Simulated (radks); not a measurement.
Task: Coherent X-ray form factor from a spherical all-electron density. Method: Dirac Kohn-Sham, exchange-only PBE, spin-unpolarised, spherical densities, finite nucleus; Fermi nuclear charge, rms radius of each element as measured or else 0.836 A^(1/3) + 0.57 fm; computed with a radial shooting solver on a logarithmic mesh with Libxc functionals.

sin(theta)/lambda (1/angstrom)  f0 (electrons)
0.05                                    25.955
0.1                                     25.821
0.15                                    25.599
0.2                                     25.293
0.25                                    24.908
0.3                                     24.448
0.4                                     23.333
0.5                                     22.007
0.6                                     20.536
0.8                                     17.415
1                                       14.424
1.25                                    11.298
1.5                                      9.015
2                                        6.486

The species is in the configuration that NIST lists as its ground one. Which atom or ion scatters so?

Result: The palladium ion Pd20+, [Ar] 3d8. Extrapolating in s^2 from the first two rows gives f0(0) = 26.0, near the electron count 26; among species with that count, the fall with angle is slower the higher Z, and the table is that of Z = 46; from so few rows the species is fixed only to a neighbour or two.
